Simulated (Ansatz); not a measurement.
A nudged elastic band was laid between two geometries of CH4OZn + H2 (9 atoms, charge 0, multiplicity 1).

Level of theory: UKS PBE0-D4/def2-SVP (Ansatz 0.2.0).

```yaml
movable_images: 9
climbing_image: yes
spring: 5.0 eV/Å²
optimiser: quadratic models (default)
start_path: through a guess of the saddle point
force_threshold: 0.05 eV/Å
iteration_limit: 60
end_points: relaxed
```

Initial state:

```xyz
9
Properties=species:S:1:pos:R:3
Zn 0.550 0.126 -0.187
O 0.029 0.939 -1.689
C 1.127 -0.863 1.362
H -2.252 0.592 -1.517
H -3.005 0.530 -1.390
H -0.180 1.875 -1.616
H 2.203 -1.091 1.308
H 0.947 -0.293 2.287
H 0.581 -1.816 1.442
```

Final state:

```xyz
9
Properties=species:S:1:pos:R:3
Zn -0.945 -0.499 0.068
O -0.378 1.305 -1.126
C 0.736 -0.730 1.057
H -0.855 1.451 -1.951
H -2.387 -0.678 -0.524
H 0.553 1.469 -1.315
H 1.602 -0.828 0.378
H 0.941 0.135 1.713
H 0.732 -1.626 1.698
```

(1) Which bonds break or form, and what moves?

(2) Give the energies along the band, and the barrier.

(3) What is the geometry of the highest image?

(4) What are the harmonic wavenumbers there?

Answers

(1) Bonds broken: H4–H5. Bonds formed: Zn1–H5, O2–H4. CH4OZn + H2 becomes CH6OZn.

(2) It converged. The highest image is number 5 of 0 to 10, 0.80 eV above the first end and 0.93 eV above the last; the last end lies 0.13 eV below the first. A vibrational analysis at the climbing image gives one clearly imaginary mode, 1127i cm⁻¹: a first-order saddle point. The orbitals were unrestricted but ended closed-shell.

| image | path coordinate (Å) | energy (eV) | H4–H5 (Å) | Zn1–H5 (Å) | O2–H4 (Å) |
| --- | --- | --- | --- | --- | --- |
| 0 | 0.00 | 0.00 | 0.77 | 3.78 | 2.31 |
| 1 | 0.49 | 0.00 | 0.77 | 3.56 | 2.34 |
| 2 | 0.98 | 0.02 | 0.77 | 3.27 | 2.32 |
| 3 | 1.47 | 0.09 | 0.77 | 2.76 | 2.08 |
| 4 | 1.97 | 0.36 | 0.80 | 2.28 | 1.74 |
| 5 | 2.46 | 0.80 | 1.00 | 1.91 | 1.29 |
| 6 | 3.04 | 0.14 | 1.57 | 1.64 | 0.99 |
| 7 | 3.62 | -0.05 | 2.04 | 1.59 | 0.97 |
| 8 | 4.20 | -0.10 | 2.47 | 1.58 | 0.97 |
| 9 | 4.78 | -0.12 | 2.90 | 1.57 | 0.96 |
| 10 | 5.36 | -0.13 | 2.99 | 1.57 | 0.96 |

(3) 
```xyz
9
Properties=species:S:1:pos:R:3
Zn -0.172 -0.037 -0.193
O -0.340 1.091 -1.784
C 0.879 -0.822 1.244
H -1.471 0.640 -1.357
H -1.994 0.024 -0.765
H -0.174 2.041 -1.756
H 1.924 -0.972 0.932
H 0.881 -0.167 2.130
H 0.468 -1.797 1.549
```

(4) 1127i, 12, 137, 154, 377, 508, 588, 640, 692, 714, 761, 1194, 1337, 1429, 1431, 1689, 1836, 3058, 3163, 3169, 3871 cm⁻¹.

Time of the run: 3.1 min on 2 threads of AMD EPYC 9R45 96-Core Processor (Zen 5), on a shared host, peak memory 0.27 GiB.
